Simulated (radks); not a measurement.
Correlation energies from several functionals, in hartree. Species: Nb11+ [Ar] 3d10 4s2; Tc [Kr] 4d5 5s2. All-electron calculation, non-relativistic Kohn-Sham, exchange-only LDA, spin-polarised, spherical densities, point nucleus. Program: a radial shooting solver on a logarithmic mesh with Libxc functionals. Every spin shell is full or empty, so the densities are truly spherical. Functionals are evaluated on that one density, not self-consistently.

| functional | Nb11+ | Tc |
|---|---|---|
| PW92 | -3.1155 | -3.9328 |
| VWN5 | -3.1294 | -3.9507 |
| PZ | -3.1161 | -3.9251 |
| Wigner | -1.6376 | -2.1771 |
| Chachiyo | -3.0795 | -3.8736 |
| PBEsol | -1.8125 | -2.4399 |
| LYP | -1.5849 | -2.0756 |
| AM05 | -2.8835 | -3.6498 |
| OP (B88) | -1.5411 | -1.9999 |
| TPSS | -1.5837 | -2.1429 |
| revTPSS | -1.6011 | -2.1736 |
| SCAN | -1.5874 | -2.1581 |
| r2SCAN | -1.6005 | -2.1753 |
| B95 | -2.0158 | -2.5911 |
| Tao-Mo | -1.5174 | -2.0588 |
